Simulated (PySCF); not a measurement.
## `C=N/C=C/C(F)(F)F`, C$_{4}$H$_{4}$F$_{3}$N

Molfile (atoms numbered from 1):
```
C4H4F3N
     RDKit          3D

 12 11  0  0  0  0  0  0  0  0999 V2000
    2.5442    0.1374   -0.0769 C   0  0  0  0  0  0  0  0  0  0  0  0
    1.6321   -0.6953    0.1221 N   0  0  0  0  0  0  0  0  0  0  0  0
    0.3341   -0.4837    0.4399 C   0  0  0  0  0  0  0  0  0  0  0  0
   -0.5679    0.0909   -0.3632 C   0  0  0  0  0  0  0  0  0  0  0  0
   -2.0199    0.0963   -0.0461 C   0  0  0  0  0  0  0  0  0  0  0  0
   -2.5988    1.2657   -0.3719 F   0  0  0  0  0  0  0  0  0  0  0  0
   -2.2804   -0.1102    1.2552 F   0  0  0  0  0  0  0  0  0  0  0  0
   -2.7105   -0.8525   -0.7161 F   0  0  0  0  0  0  0  0  0  0  0  0
    2.4331    1.2143    0.0601 H   0  0  0  0  0  0  0  0  0  0  0  0
    3.5141   -0.2305   -0.3798 H   0  0  0  0  0  0  0  0  0  0  0  0
    0.0286   -0.9560    1.3663 H   0  0  0  0  0  0  0  0  0  0  0  0
   -0.3076    0.5230   -1.3157 H   0  0  0  0  0  0  0  0  0  0  0  0
  1  2  2  0
  2  3  1  0
  3  4  2  0
  4  5  1  0
  5  6  1  0
  5  7  1  0
  5  8  1  0
  1  9  1  0
  1 10  1  0
  3 11  1  0
  4 12  1  0
M  END
```

The calculation used PySCF 2.14.0, GIAO KT3/pcSseg-1 magnetisability, rotational g tensor and spin-rotation constants, non-relativistic, gas phase. Geometry: GFN2-xTB.

Give the nuclear spin-rotation constants along the inertial axes (H = +C I·J) beside the isotropic shieldings.

Rotational constants 4.8542, 1.0074, 0.9855 GHz. A star marks the isotopologue with that one atom substituted, in its own axes.
| atom | isotope | Caa (kHz) | Cbb (kHz) | Ccc (kHz) | mean (kHz) | σ (ppm) |
| --- | --- | --- | --- | --- | --- | --- |
| N2 | 14N | 1.475 | 0.171 | 0.102 | 0.583 | -110.9 |
| F6 | 19F | 6.821 | 1.315 | 1.313 | 3.150 | 237.5 |
| F7 | 19F | 7.919 | 1.126 | 0.973 | 3.339 | 255.3 |
| F8 | 19F | 7.145 | 1.380 | 1.432 | 3.319 | 222.9 |
| H9 | 1H | -0.369 | 0.006 | -0.027 | -0.130 | 24.4 |
| H10 | 1H | 0.357 | -0.104 | -0.073 | 0.060 | 24.8 |
| H11 | 1H | -0.354 | 0.049 | -0.066 | -0.124 | 24.1 |
| H12 | 1H | -0.434 | 0.019 | -0.076 | -0.164 | 27.2 |
| C1 | 13C* | 1.892 | 0.299 | 0.279 | 0.824 | 47.0 |
| C3 | 13C* | 1.896 | 0.364 | 0.238 | 0.833 | 44.4 |
| C4 | 13C* | 1.433 | 0.262 | 0.218 | 0.638 | 92.8 |
| C5 | 13C* | 1.548 | 0.314 | 0.300 | 0.721 | 54.2 |

For the geometry as given, no vibrational averaging.

How do the rotational constants and the g tensor change when H9, H10, H11, H12 are replaced by deuterium?

Constants 4.5382, 0.9460, 0.9203 GHz; g -0.0654, -0.0113, -0.0064, against -0.0695, -0.0119, -0.0067 before.
